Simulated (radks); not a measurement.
Effect of the nuclear size on the dysprosium ion Dy62+, [He] 2s2. Calculated with a radial shooting solver on a logarithmic mesh with Libxc functionals: Dirac Kohn-Sham, LDA (Slater exchange, Perdew-Wang correlation), spin-unpolarised, spherical densities, finite nucleus; Fermi nuclear charge, rms radius 5.2218 fm. The rms radius is varied about that value; shifts are against it.

| rms radius (fm) | total energy shift (eV) | density at nucleus (e/bohr^3) | 1s1/2 shift (meV) | 2s1/2 shift (meV) | 2p1/2 (empty) shift (meV) | 3s1/2 (empty) shift (meV) |
|---|---|---|---|---|---|---|
| 4.6996 | -4.84 | 7.427e+05 | -2050 | -300 | -3.04 | -87.5 |
| 4.9607 | -2.47 | 7.319e+05 | -1040 | -153 | -1.55 | -44.6 |
| 5.2218 | 0 | 7.218e+05 | 0.000 | 0.000 | 0.000 | 0.000 |
| 5.4881 | 2.61 | 7.121e+05 | 1110 | 162 | 1.65 | 47.2 |
| 6.1043 | 9.01 | 6.918e+05 | 3820 | 559 | 5.72 | 163 |

Slopes of the eigenvalues against <r^2> in GHz/fm^2, as finite differences over the two radii next to the reference (eigenvalue slopes, not the field-shift constants of lines): 1s1/2 94300, 2s1/2 13800, 2p1/2 (empty) 141, 3s1/2 (empty) 4030.
